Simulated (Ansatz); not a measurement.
Reactions of `[CH3][GeH]([CH3])[Br]`.

Program: Ansatz. Geometries: PBE0-D4/def2-TZVP. ΔE: electronic, gas phase. CCSD(T)/CBS is the MP2 limit (def2-TZVPP, def2-QZVPP) plus CCSD(T) − MP2 in def2-TZVPP, frozen cores. This one scheme is used for every species. DFT in def2-TZVPP. No spin–orbit coupling; open shells (•) take unrestricted orbitals. For Br, Ge outer-core shells are correlated without core-valence functions, which leaves a few kJ/mol of doubt a bond. Scalar relativity is left out up to krypton. One conformer a species, not always the lowest.

```csv
reaction,B2PLYP (kJ/mol),HF/CBS(def2) (kJ/mol),CCSD(T)/CBS(def2) (kJ/mol)
`[CH3][GeH]([CH3])[Br]` + HCl → `[CH3][GeH]([CH3])[Cl]` + HBr,8,7,10
`[CH3][GeH]([CH3])[Br]` → `[CH3]`• + `[CH3][GeH][Br]`•,338,242,362
`[CH3][GeH]([CH3])[Br]` + `C#N` → `[CH3][GeH]([CH3])[C]#N` + HBr,59,64,60
`[CH3][GeH]([CH3])[Br]` + `O[Si]Br` → `[CH3][GeH2][Br]` + `CO[Si]Br`,86,75,92
`[CH3][GeH]([CH3])[Br]` + H₂ → `[CH3][GeH2][CH3]` + HBr,77,71,80
```

Largest T1 diagnostic: 0.014, for `C#N`.
